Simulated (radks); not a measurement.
Isoelectronic series with 19 electrons, each ion in its NIST ground configuration. All-electron calculation, Dirac Kohn-Sham, PBE, spin-unpolarised, spherical densities, point nucleus; open shells fill j = l - 1/2 first. Program: a radial shooting solver on a logarithmic mesh with Libxc functionals. Total energies (hartree) and mean radii <r> (bohr) (* marks an orbital that is empty in some or all of the ions):

ion    configuration  E (hartree)  4s1/2*   3p3/2   3p1/2   3s1/2
K           [Ar] 4s1   -602.08996   5.007   1.438   1.429   1.269
Sc2+        [Ar] 3d1   -763.34081   3.073   1.165   1.158   1.073
V4+         [Ar] 3d1   -945.46157   2.298  0.9710  0.9640  0.9222
Mn6+        [Ar] 3d1  -1148.28776   1.871  0.8336  0.8270  0.8073
Co8+        [Ar] 3d1  -1371.89517   1.590  0.7313  0.7248  0.7177
Cu10+       [Ar] 3d1  -1616.39593   1.387  0.6519  0.6455  0.6459
Ga12+       [Ar] 3d1  -1881.92498   1.232  0.5884  0.5819  0.5871
As14+       [Ar] 3d1  -2168.63606   1.109  0.5363  0.5297  0.5379
Br16+       [Ar] 3d1  -2476.70022   1.009  0.4928  0.4860  0.4963
Rb18+       [Ar] 3d1  -2806.30545  0.9261  0.4559  0.4489  0.4604
Nb22+       [Ar] 3d1  -3530.97659  0.7949  0.3964  0.3891  0.4020
Tc24+       [Ar] 3d1  -3926.50559  0.7422  0.3722  0.3646  0.3778
Rh26+       [Ar] 3d1  -4344.50330  0.6960  0.3507  0.3428  0.3562
Ag28+       [Ar] 3d1  -4785.24922  0.6550  0.3315  0.3234  0.3368
In30+       [Ar] 3d1  -5249.04394  0.6185  0.3143  0.3060  0.3193
Sb32+       [Ar] 3d1  -5736.21038  0.5856  0.2987  0.2902  0.3034
I34+        [Ar] 3d1  -6247.09529  0.5559  0.2846  0.2758  0.2889
Cs36+       [Ar] 3d1   -6782.0709  0.5289  0.2717  0.2626  0.2756
La38+       [Ar] 3d1   -7341.5365  0.5043  0.2600  0.2506  0.2634
Pr40+       [Ar] 3d1   -7925.9210  0.4817  0.2491  0.2395  0.2521
Pm42+       [Ar] 3d1   -8535.6846  0.4608  0.2391  0.2292  0.2416
Eu44+       [Ar] 3d1   -9171.3218  0.4416  0.2299  0.2196  0.2318
Tb46+       [Ar] 3d1   -9833.3641  0.4237  0.2213  0.2107  0.2227
